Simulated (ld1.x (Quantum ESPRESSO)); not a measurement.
Cd: excitation energies, all-electron against TM

Cd (Z = 48), norm-conserving Troullier–Martins (Kleinman–Bylander form), made with ld1.x (Quantum ESPRESSO) 7.5 (revPBE, scalar-relativistic). Core [Kr], reference 4d10 5s2 5p0. Waves: 5p (bound, empty): rc 2.40 bohr; 4d (bound): rc 1.55 bohr; 5s (bound): rc 1.65 bohr. Local part: the s channel. Core correction: a·sin(br)/r model core inside 0.85 bohr.

Energies are relative to the spin-unpolarised reference configuration 4d10 5s2 5p0; without spin polarisation the order of configurations can differ from experiment.

| valence configuration | charge | ΔE all-electron (eV) | error AE − PS (meV) |
| --- | --- | --- | --- |
| 4d10 5s1 5p0 | +1 | 9.147 | -2.6 |
| 4d10 5s0 5p0 | +2 | 26.104 | -24 |
| 4d9 5s0 5p0 | +3 | 64.030 | -246 |
| 4d10 5s1 5p1 | 0 | 4.638 | -0.4 |
| 4d10 5s1.5 5p0 | +0.5 | 3.655 | -0.7 |
| 4d8 5s0 5p0 | +4 | 118.020 | -1053 |
| 4d10 5s0 5p2 | 0 | 9.612 | -3.1 |
